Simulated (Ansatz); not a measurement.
```yaml
crystal:
  periodic: [false, false, false]
  atoms:
    - {symbol: C, position_ang: [-0.805568, 0.172887, 1.349911]}
    - {symbol: N, position_ang: [-0.176164, 0.191121, 0.070994]}
    - {symbol: C, position_ang: [1.230371, -0.194436, -0.225607]}
    - {symbol: Si, position_ang: [-0.017720, -0.073607, -1.553120]}
    - {symbol: F, position_ang: [-0.104705, 1.142153, -2.576507]}
    - {symbol: H, position_ang: [-1.871896, 0.380023, 1.239296]}
    - {symbol: H, position_ang: [-0.381333, 0.934191, 2.014976]}
    - {symbol: H, position_ang: [-0.697220, -0.802249, 1.843114]}
    - {symbol: H, position_ang: [1.978625, 0.581615, -0.051472]}
    - {symbol: H, position_ang: [1.546429, -1.170223, 0.156875]}
    - {symbol: H, position_ang: [-0.635419, -1.218576, -2.247959]}
basis:
  gaussian: {orbitals: x2c-TZVPPall}
hamiltonian: {xc: {name: HF}}
correlation: {method: mp2, frozen_orbitals: {C: 9}}
scf: {lower_state_search: off}
output: {forces: true}
```

```sh
$ ansatz run in.yaml --threads 4 --pin off --events-out ev --progress --plain --max-ram 10444MiB
```

Output, abridged:

```
Functional definition: HF
Error: "frozen_orbitals" has no count for N
```

In this input frozen orbitals are typed for one element alone, and the program wants a count for each. The input was rejected before any iteration.
